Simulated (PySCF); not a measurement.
## BHandHLYP on Bi⁺ (bismuth, charge +1)

Configuration: [Xe] 4f14 5d10 6s2 6p1 7s1, high-spin 3P determinant (an excited configuration). All numbers are calculated (PySCF 2.14, scalar relativity by spin-free X2C-1e, in aug-cc-pVTZ-DK3 (9s8p6d3f, 84 functions)).

```json
{
  "Total energy": "-21532.48 hartree",
  "One-electron energy": "-29400.60 hartree",
  "Hartree (Coulomb) energy": "8271.93 hartree",
  "Exchange-correlation energy": "-403.81 hartree",
  "⟨S²⟩": "2.0019",
  "⟨L²⟩": "2.038",
  "Sum of ⟨r⟩": "48.79 bohr",
  "Sum of ⟨r²⟩": "81.30 bohr²",
  "Traceless quadrupole moment −½Σ⟨3z² − r²⟩ along its main axis": "-1.31 e·bohr²",
  "Langevin diamagnetic susceptibility": "-64.4 ×10⁻⁶ cm³/mol"
}
```

```json
{"shell": "1s α", "electrons": "1", "mean orbital energy (eV)": "-90640.8", "spread (eV)": "0", "rms radius, mean of both spins (bohr)": "0.0178"}
{"shell": "1s β", "electrons": "1", "mean orbital energy (eV)": "-90640.7", "spread (eV)": "0", "rms radius, mean of both spins (bohr)": "0.0178"}
{"shell": "2s α", "electrons": "1", "mean orbital energy (eV)": "-16375.8", "spread (eV)": "0", "rms radius, mean of both spins (bohr)": "0.0718"}
{"shell": "2s β", "electrons": "1", "mean orbital energy (eV)": "-16375.8", "spread (eV)": "0", "rms radius, mean of both spins (bohr)": "0.0718"}
{"shell": "2p α", "electrons": "3", "mean orbital energy (eV)": "-14089.4", "spread (eV)": "0.006", "rms radius, mean of both spins (bohr)": "0.0663"}
{"shell": "2p β", "electrons": "3", "mean orbital energy (eV)": "-14089.4", "spread (eV)": "0.050", "rms radius, mean of both spins (bohr)": "0.0663"}
{"shell": "3s α", "electrons": "1", "mean orbital energy (eV)": "-3999.7", "spread (eV)": "0", "rms radius, mean of both spins (bohr)": "0.183"}
{"shell": "3s β", "electrons": "1", "mean orbital energy (eV)": "-3999.6", "spread (eV)": "0", "rms radius, mean of both spins (bohr)": "0.183"}
{"shell": "3p α", "electrons": "3", "mean orbital energy (eV)": "-3337.7", "spread (eV)": "0.058", "rms radius, mean of both spins (bohr)": "0.186"}
{"shell": "3p β", "electrons": "3", "mean orbital energy (eV)": "-3337.6", "spread (eV)": "0.119", "rms radius, mean of both spins (bohr)": "0.186"}
{"shell": "3d α", "electrons": "5", "mean orbital energy (eV)": "-2635.9", "spread (eV)": "0.080", "rms radius, mean of both spins (bohr)": "0.170"}
{"shell": "3d β", "electrons": "5", "mean orbital energy (eV)": "-2635.9", "spread (eV)": "0.103", "rms radius, mean of both spins (bohr)": "0.170"}
{"shell": "4s α", "electrons": "1", "mean orbital energy (eV)": "-947.23", "spread (eV)": "0", "rms radius, mean of both spins (bohr)": "0.401"}
{"shell": "4s β", "electrons": "1", "mean orbital energy (eV)": "-947.17", "spread (eV)": "0", "rms radius, mean of both spins (bohr)": "0.401"}
{"shell": "4p α", "electrons": "3", "mean orbital energy (eV)": "-727.13", "spread (eV)": "0.155", "rms radius, mean of both spins (bohr)": "0.427"}
{"shell": "4p β", "electrons": "3", "mean orbital energy (eV)": "-727.08", "spread (eV)": "0.260", "rms radius, mean of both spins (bohr)": "0.427"}
{"shell": "4d α", "electrons": "5", "mean orbital energy (eV)": "-464.34", "spread (eV)": "0.211", "rms radius, mean of both spins (bohr)": "0.453"}
{"shell": "4d β", "electrons": "5", "mean orbital energy (eV)": "-464.31", "spread (eV)": "0.259", "rms radius, mean of both spins (bohr)": "0.453"}
{"shell": "5s α", "electrons": "1", "mean orbital energy (eV)": "-181.84", "spread (eV)": "0", "rms radius, mean of both spins (bohr)": "0.886"}
{"shell": "5s β", "electrons": "1", "mean orbital energy (eV)": "-181.69", "spread (eV)": "0", "rms radius, mean of both spins (bohr)": "0.886"}
{"shell": "4f α", "electrons": "7", "mean orbital energy (eV)": "-178.05", "spread (eV)": "0.241", "rms radius, mean of both spins (bohr)": "0.480"}
{"shell": "4f β", "electrons": "7", "mean orbital energy (eV)": "-178.02", "spread (eV)": "0.286", "rms radius, mean of both spins (bohr)": "0.480"}
{"shell": "5p α", "electrons": "3", "mean orbital energy (eV)": "-118.34", "spread (eV)": "0.333", "rms radius, mean of both spins (bohr)": "1.01"}
{"shell": "5p β", "electrons": "3", "mean orbital energy (eV)": "-118.21", "spread (eV)": "0.593", "rms radius, mean of both spins (bohr)": "1.01"}
{"shell": "5d α", "electrons": "5", "mean orbital energy (eV)": "-43.729", "spread (eV)": "0.484", "rms radius, mean of both spins (bohr)": "1.31"}
{"shell": "5d β", "electrons": "5", "mean orbital energy (eV)": "-43.547", "spread (eV)": "0.706", "rms radius, mean of both spins (bohr)": "1.31"}
{"shell": "6s α", "electrons": "1", "mean orbital energy (eV)": "-28.017", "spread (eV)": "0", "rms radius, mean of both spins (bohr)": "2.23"}
{"shell": "6s β", "electrons": "1", "mean orbital energy (eV)": "-26.712", "spread (eV)": "0", "rms radius, mean of both spins (bohr)": "2.23"}
{"shell": "6p α", "electrons": "1", "mean orbital energy (eV)": "-16.347", "spread (eV)": "0", "rms radius, mean of both spins (bohr)": "2.86"}
{"shell": "7s α", "electrons": "1", "mean orbital energy (eV)": "-7.198", "spread (eV)": "0", "rms radius, mean of both spins (bohr)": "5.56"}
```

Spin-orbit coupling, absent here, splits the open shell strongly. The outer electron is Rydberg-like, and this basis confines it to a smaller radius and binds it less than a complete one would.

Densities and radii are taken from the X2C orbitals without a picture-change correction, which distorts them close to the nucleus.
